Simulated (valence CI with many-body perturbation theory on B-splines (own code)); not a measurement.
The numbers below are computed, except where a source is named.
**A CI+MBPT run for S3+**

Level of theory: relativistic CI+MBPT: three valence electrons over a frozen Dirac-Fock core [Ne], radial functions for each j: 11 s, 11 p, 9 d, 7 f, 5 g, 2 h, 1 i, with the one-electron correlation potential Σ1 (screened to all orders), the two-electron term Σ2, the three-electron term Σ3, Breit, model QED; selected single and double excitations, second order for the rest, scaled by the run's own slope (own B-spline code, finite nucleus).

Command, and the settings that its task file holds:

```sh
python run_cv.py task.json out
```

```
atom S  Z=16  mass_number=32  rms_radius_fm=3.2611
core [Ne]
valence 3s2 3p1
avg = 1
basis = L
breit = 1
cap = 40000
capref = 1200
cscale = 1
de = 0.0
dress = 0
eps = 2e-08
extrap = 1
h = 0.27
hh = 1
l2 = 3
lcore = 6
maxit = 60
n2 = 5
natural = 1
nlev = 60
nno = [7, 7, 6, 5, 4, 2, 1]
nroot = 26
nsp = [4, 4, 3, 2, 1, 0, 0]
pt2 = 1
qed = 1
rpa = 1
s1 = 1
s2 = 1
s3 = 1
screen = 1
tol = 2e-05
whole = 1
```

**Question.** Roughly how long does this run take on one core of Intel(R) Xeon(R) Processor @ 2.30GHz, and how much memory?

**Answer.** 110 s on 1 thread of Intel(R) Xeon(R) Processor @ 2.30GHz (shared host), peak memory 0.71 GiB.

Log. The first blocks belong to the next ion, which gives the ionisation energy. Fields: 2J, parity (1 odd), roots, reference size, generating configurations, candidates as configurations/state functions, variational space P, stored matrix elements, Davidson steps; e2 is the range of second-order energies in hartree. The first line gives the box (bohr), its intervals, the orbitals and the steps of their self-consistent field. Window is the range of levels sought, series limit the energy at which the first omitted orbital would enter, core excitation an estimate of the first excitation out of the core, left out the lowest levels not solved, and shifts from estimates the range by which levels moved from their first estimate, all in cm⁻¹.

```
rmax 24.7 intervals 66 orbitals 81 references ['3s2 3p', '3s 3p2', '3s2 3d'] scf 8 t 1.3
2J=0 par=0 roots 2 ref 20 generators 9 cand 330/330 P 350/350 nnz 0 it 0
2J=0 par=0 roots 2 ref 20 generators 22 cand 21/21 P 371/371 nnz 0 it 0
   second order: generators 27 cand 11/11 e2 -0.00000 -0.00000
reference levels 200, estimated 198, window 294248 1/cm; series limit 319232, core excitation 1394562
2J=1 par=1 roots 11 ref 19 generators 49 cand 3688/5608 P 5577/8276 nnz 6.1e+06 it 8
2J=1 par=1 roots 11 ref 19 generators 113 cand 2622/3964 P 8199/12240 nnz 1.2e+07 it 8
   second order: generators 214 cand 20021/31275 e2 -0.00010 -0.00000
2J=3 par=1 roots 16 ref 27 generators 56 cand 2672/5544 P 4031/8082 nnz 7.2e+06 it 13
2J=3 par=1 roots 16 ref 27 generators 132 cand 4650/9969 P 8681/18051 nnz 2.7e+07 it 9
   second order: generators 240 cand 25899/58377 e2 -0.00013 -0.00000
2J=1 par=0 roots 10 ref 27 generators 41 cand 2911/4295 P 4648/6816 nnz 4.4e+06 it 10
2J=1 par=0 roots 10 ref 27 generators 102 cand 1823/2813 P 6471/9629 nnz 7.9e+06 it 8
   second order: generators 191 cand 20280/31503 e2 -0.00004 -0.00000
2J=3 par=0 roots 12 ref 36 generators 52 cand 2655/5728 P 3940/8267 nnz 7.2e+06 it 7
2J=3 par=0 roots 12 ref 36 generators 120 cand 3926/8710 P 7866/16977 nnz 2.4e+07 it 9
   second order: generators 219 cand 25904/57513 e2 -0.00006 -0.00001
2J=5 par=0 roots 9 ref 32 generators 47 cand 2488/5693 P 3685/8209 nnz 7.2e+06 it 9
2J=5 par=0 roots 9 ref 32 generators 101 cand 3939/9915 P 7624/18124 nnz 2.8e+07 it 9
   second order: generators 189 cand 28878/74805 e2 -0.00007 -0.00001
2J=5 par=1 roots 11 ref 19 generators 37 cand 2325/5689 P 3561/8215 nnz 7.8e+06 it 9
2J=5 par=1 roots 11 ref 19 generators 111 cand 4538/11658 P 8099/19873 nnz 3.4e+07 it 9
   second order: generators 202 cand 29590/76817 e2 -0.00012 -0.00001
2J=7 par=1 roots 6 ref 10 generators 24 cand 2130/5586 P 3423/8257 nnz 7.5e+06 it 9
2J=7 par=1 roots 6 ref 10 generators 72 cand 3378/9142 P 6801/17399 nnz 2.8e+07 it 10
   second order: generators 143 cand 29912/83512 e2 -0.00010 -0.00001
2J=9 par=1 roots 2 ref 2 generators 9 cand 1034/2373 P 2229/4607 nnz 2.9e+06 it 4
2J=9 par=1 roots 2 ref 2 generators 30 cand 1524/3780 P 3753/8387 nnz 8.3e+06 it 5
   second order: generators 49 cand 22694/65058 e2 -0.00003 -0.00003
2J=7 par=0 roots 2 ref 18 generators 23 cand 1803/3957 P 3012/6462 nnz 5.2e+06 it 5
2J=7 par=0 roots 2 ref 18 generators 56 cand 1839/4541 P 4851/11003 nnz 1.4e+07 it 6
   second order: generators 88 cand 27037/75044 e2 -0.00008 -0.00003
2J=9 par=0 roots 1 ref 9 generators 7 cand 725/2558 P 2024/5200 nnz 3.8e+06 it 5
2J=9 par=0 roots 1 ref 9 generators 18 cand 313/1058 P 2337/6258 nnz 5.4e+06 it 5
   second order: generators 29 cand 20335/50638 e2 -0.00003 -0.00003
left out: unestimated 395328, estimated 311075, shifts from estimates -37 to 119
operators 0.9
```

The Davidson iterations converged.

Set against measurement, 64 paired levels are off by 78 cm⁻¹ on average, the worst by 191. These come from a selection out of NIST levels in Podobedova, Kelleher and Wiese, J. Phys. Chem. Ref. Data 38, 171 (2009). Levels without a partner in it may be off by more.

- Valence energy: -7.643368 hartree
- Ionisation energy: 47.359 eV (NIST: 47.222 ± 0.012 eV (semi-empirical))
- Reference configurations for the orbitals: 3s2 3p, 3s 3p2, 3s2 3d
- Radial orbitals: 81
- Box radius: 24.72 bohr
- Largest variational space: 19873
- Lowest levels: 3s²3p ²P°_1/2 0.0, 3s²3p ²P°_3/2 953, 3s3p² ⁴P_1/2 71082, 3s3p² ⁴P_3/2 71426, 3s3p² ⁴P_5/2 71974, 3s3p² ²D_3/2 94048, 3s3p² ²D_5/2 94096, 3s3p² ²S_1/2 123588, 3s3p² ²P_1/2 133709, 3s3p² ²P_3/2 134336, 3s²3d ²D_3/2 152145, 3s²3d ²D_5/2 152159, 3s²4s ²S_1/2 181488, 3p³ ²D°_3/2 184922 cm⁻¹

Names give the largest LS component (configuration and term), which can be under half, so a name can repeat, a term be missing and a line seem to break the LS rules; names also repeat where a configuration has a term twice.
